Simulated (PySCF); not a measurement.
Geometry:
```csv
atom,x (Å),y (Å),z (Å)
C1,-1.700,-0.248,-0.044
C2,-0.286,-0.628,0.389
Si3,0.919,0.818,0.370
S4,2.890,0.252,1.025
H5,-1.717,0.161,-1.067
H6,-2.376,-1.117,-0.028
H7,-2.136,0.516,0.620
H8,0.123,-1.417,-0.267
H9,-0.281,-1.051,1.408
H10,0.500,1.872,1.341
H11,0.967,1.413,-1.003
H12,3.126,-0.572,-0.020
```

Geometry: PBE0-D3(BJ)/def2-SVP; GIAO shifts from PySCF 2.14.0 with density-fitted response routines, gas phase, non-relativistic, averaged over equivalent atoms.

At PBE0/cc-pVTZ (240 basis functions, 24 s wall time on 1 thread of an Arm Neoverse V2, shared host):
```
   atoms  δ (ppm)
      C2     13.9
      C1      9.2
     Si3    -18.2
      S4   -226.4
 H10/H11     4.70
H5/H6/H7     1.05
   H8/H9     0.89
     H12    -0.08
```

Referencing at the same level of theory: ¹³C (187.29 ppm) and ²⁹Si (360.00 ppm) and ¹H (31.29 ppm) against TMS; CS2 for ³³S (524.82 ppm).

Question: What do these become at BHandHLYP/pcSseg-2?

Answer: 
```csv
atoms,δ at BHandHLYP/pcSseg-2,change
C2,13.8,-0.1
C1,9.5,+0.3
Si3,-20.2,-2.0
S4,-225.2,+1.2
H10/H11,4.43,-0.27
H5/H6/H7,1.07,+0.02
H8/H9,0.75,-0.14
H12,0.08,+0.16
```

Scale: ¹³C (σref 184.26) and ²⁹Si (σref 345.75) and ¹H (σref 31.45) against TMS; ³³S (σref 500.42) vs CS2 (reference shieldings calculated alike).

The largest change is at Si3 (silicon bonded to C, S, 2 H). Cost: 270 basis functions, 26 s wall time on 1 thread of an Arm Neoverse V2, shared host.
